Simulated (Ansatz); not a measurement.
Consider the formal exchange of groups at a B–B bond: `CBB(C)[SiH3]` + GeH₄ → `C[BH][GeH3]` + `CB[SiH3]`.

Isolated molecules relaxed with PBE0-D4/def2-TZVP in Ansatz; ΔE leaves out vibrations. CBS: MP2 limit from def2 TZ/QZ plus the TZ coupled-cluster correction, frozen cores. DFT in def2-TZVPP. For Ge outer-core shells are correlated without core-valence functions, which leaves a few kJ/mol of doubt a bond. Scalar relativity is left out up to krypton. Each species was taken in one conformer, which may not be the lowest.

`CBB(C)[SiH3]`:

Z-matrix (Å, degrees):
```
C
B 1 1.567
H 1 1.091 2 116.1
H 1 1.095 2 111.6 3 -125.9
H 1 1.099 2 106.6 3 120.1
B 2 1.626 1 127.8 3 -0.7
H 2 1.210 1 116.4 3 172.8
Si 6 2.042 2 108.8 1 88.1
C 6 1.561 2 133.5 1 -89.9
H 8 1.492 6 109.4 2 118.9
H 8 1.493 6 108.9 2 -123.4
H 8 1.490 6 115.1 2 -2.5
H 9 1.103 6 103.8 2 88.9
H 9 1.092 6 114.6 2 -26.3
H 9 1.092 6 115.8 2 -155.5
```

GeH₄:

```xyz
5

Ge    0.000    0.000    0.000
H    -1.177   -0.656   -0.732
H    -0.355    0.179    1.482
H     0.291    1.370   -0.625
H     1.242   -0.893   -0.124
```

`C[BH][GeH3]`:

Z-matrix (Å, degrees):
```
C
B 1 1.548
H 1 1.106 2 102.9
H 1 1.093 2 114.7 3 113.8
H 1 1.091 2 116.2 3 -115.3
Ge 2 2.066 1 123.5 3 93.8
H 2 1.200 1 119.3 3 -83.2
H 6 1.542 2 112.1 1 -127.5
H 6 1.544 2 109.4 1 114.7
H 6 1.542 2 113.8 1 -5.0
```

`CB[SiH3]`:

Cartesian coordinates in Å:
```
C 1.008 0.994 -0.701
B 0.613 -0.106 0.317
Si -1.255 -0.840 0.534
H 1.360 0.407 -1.570
H 1.860 1.610 -0.404
H 0.195 1.621 -1.071
H 1.473 -0.591 1.002
H -1.267 -2.330 0.514
H -2.221 -0.354 -0.492
H -1.764 -0.413 1.872
```

| level | ΔE (kJ/mol) |
| --- | --- |
| r2SCAN-D4 | 18.9 |
| B2PLYP | 10.0 |
| HF/def2-TZVPP | 0.2 |
| CCSD(T)/def2-TZVPP | 8.2 |

(1) What does CCSD(T)/CBS give? (Best estimate.)

Largest T1 diagnostic among the species: 0.013.

Answers

(1) Computed: +7.1 kJ/mol. The listed levels differ from it by 11.8, 2.9, -6.9, 1.1 kJ/mol.

The D4 term adds +4.4 kJ/mol with B3LYP and +2.8 kJ/mol with PBE0; it sums over pairs of atoms, weighted by their polarisabilities, and B3LYP, whose exchange is more repulsive, gets the larger term. In def2-TZVPP, CCSD(T) changes the Hartree–Fock value by +7.9 kJ/mol (the triples alone add +2.1 kJ/mol) and MP2 by +7.5 kJ/mol. From PBE to PBE0 (25 % exact exchange), in def2-TZVPP and without D4, ΔE moves by −3.9 kJ/mol.

B3LYP here is the variant with VWN-RPA as its local correlation; programs differ in this.
